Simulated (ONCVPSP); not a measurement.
Zr: ONCV pseudisation with PBEsol, scalar-relativistic reference atom.

```
Element                 : Zr (Z = 40)
Generator               : ONCVPSP 4.0.1
Type                    : optimised norm-conserving Vanderbilt (ONCV)
Functional              : PBEsol
Relativity              : scalar-relativistic
Frozen core             : [Kr]
Valence charge          : 4
Reference configuration : 4d2 5s2
Partial waves           : 5s: rc 2.35 bohr, ncon 3, nbas 7, qcut 2.3 1/bohr, 2 projectors, debl 3.7 Ha; p scattering state at 0.28 Ha: rc 2.50 bohr, ncon 4, nbas 8, qcut 2.8 1/bohr, 3 projectors, debl 1.7 Ha; 4d: rc 2.45 bohr, ncon 5, nbas 10, qcut 5.3 1/bohr, 2 projectors, debl 3 Ha
Local potential         : polynomial inside 2.30 bohr (lpopt 3, dvloc0 2 Ha)
Core correction         : Teter function fitted to the true core (icmod 2), fcfact 0.5
```

Estimate the cutoffs (Ha) at which the residual kinetic energy of the hardest occupied pseudo-wave falls to 1 and 0.1 mHa per electron.

11 Ha and 27 Ha. The cutoffs count occupied waves only; projector 2 of the s channel, the hardest unoccupied one, needs 43 Ha at the loose tolerance.

What does a ghost test show?

Ghosts flagged at negative energy: p at -32.2 eV; GHOST(+) flagged for s at 99.3 eV. A true bound ghost makes a file unfit for plane-wave use.

Tests: 4d2 5s1; 4d2 5s0; 4d1 5s0; 4d3 5s1. Which has the largest error in its energy relative to the reference configuration, and how large is it?

4d1 5s0, with -193 meV (all-electron minus pseudo) on +42.67 eV.
